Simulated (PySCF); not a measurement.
C3H8OSi2, SMILES C(C#C[SiH2]O)[SiH3].

Geometry optimised at B3LYP-D3(BJ)/def2-SVP. The structure was generated by enumeration, and PubChem lists no compound with its InChIKey, so it may never have been made. The values are those of a single conformer.

Vertical ionisation energy (IE) and electron affinity (EA) in eV. Rows of orbital energies are one-electron estimates. Where ΔSCF, EOM or ADC give a negative EA the extra electron is unbound and the value depends on the basis.

| level | IE | EA |
|---|---|---|
| −ε(HOMO), −ε(LUMO), CAM-B3LYP/def2-TZVP (PySCF) | 8.92 | -0.61 |
| −ε(HOMO), −ε(LUMO), PBE/def2-TZVP (PySCF) | ___ | ___ |

Task: Fill in the missing entries. (The exact figures need the calculation; the answer reports its results.)

Result: 
- −ε(HOMO), −ε(LUMO), PBE/def2-TZVP (PySCF), IE: 6.47
- −ε(HOMO), −ε(LUMO), PBE/def2-TZVP (PySCF), EA: 1.31
